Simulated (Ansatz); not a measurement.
`C[SiH](F)N=C=O` + HCl → `C[SiH](Cl)N=C=O` + H–F at 500 K and 1 bar (ligand exchange at the Si–F bond).

Gas-phase electronic energies from Ansatz, PBE0-D4/def2-TZVP geometries. CCSD(T)/CBS is the MP2 limit (def2-TZVPP, def2-QZVPP) plus CCSD(T) − MP2 in def2-TZVPP, frozen cores. This one scheme is used for every species. Each species was taken in one conformer, which may not be the lowest.

```json
{"species": "`C[SiH](F)N=C=O`", "CCSD(T)/CBS energy (Eh)": "-597.38266", "H − E (kJ/mol)": "212.8", "S (J/(mol·K))": "437.0"}
{"species": "HCl", "CCSD(T)/CBS energy (Eh)": "-460.38127", "H − E (kJ/mol)": "32.5", "S (J/(mol·K))": "201.9"}
{"species": "`C[SiH](Cl)N=C=O`", "CCSD(T)/CBS energy (Eh)": "-957.35236", "H − E (kJ/mol)": "211.2", "S (J/(mol·K))": "446.7"}
{"species": "H–F", "CCSD(T)/CBS energy (Eh)": "-100.39570", "H − E (kJ/mol)": "39.4", "S (J/(mol·K))": "188.7"}
```

H − E and S are ideal-gas, rigid-rotor, harmonic terms from PBE0-D4/def2-TZVP, for one conformer and one mirror image of each species. 1 Eh = 2625.50 kJ/mol, R = 8.31446 J/(mol·K).

By hand: ΔE, ΔH, ΔS and ΔG.

ΔE = (-957.35236) + (-100.39570) − (-597.38266) − (-460.38127) = 0.01587 Eh = 41.7 kJ/mol. Δ(H − E) = 211.2 + 39.4 − 212.8 − 32.5 = 5.3, so ΔH = 47.0 kJ/mol. ΔS = 446.7 + 188.7 − 437.0 − 201.9 = -3.5 J/(mol·K). ΔG = 47.0 − 500 × (-3.5)/1000 = 48.8 kJ/mol.

By hand: the equilibrium constant, and the temperature at which ΔG would vanish if ΔH and ΔS stayed fixed.

log₁₀ K = −ΔG/(RT ln 10) = -5.1. ΔH and −TΔS have one sign here, so there is no such temperature.

The number of gas molecules stays the same, so ΔS is small and ΔH decides. A doubt of 5 kJ/mol in ΔE shifts log₁₀ K by 0.5 here. Other conformers and mirror images would add mixing entropy, several J/(mol·K) or more a flexible species. Modes under 60 cm⁻¹, often nearly free rotors, make the harmonic entropy too high. These are equilibria of isolated gas molecules and say nothing of rates. Largest T1 diagnostic: 0.014 (customary marks: 0.02 for closed shells, 0.045 for open ones).

ΔS is within the doubt of such terms, so its sign, and with it that verdict, could turn.
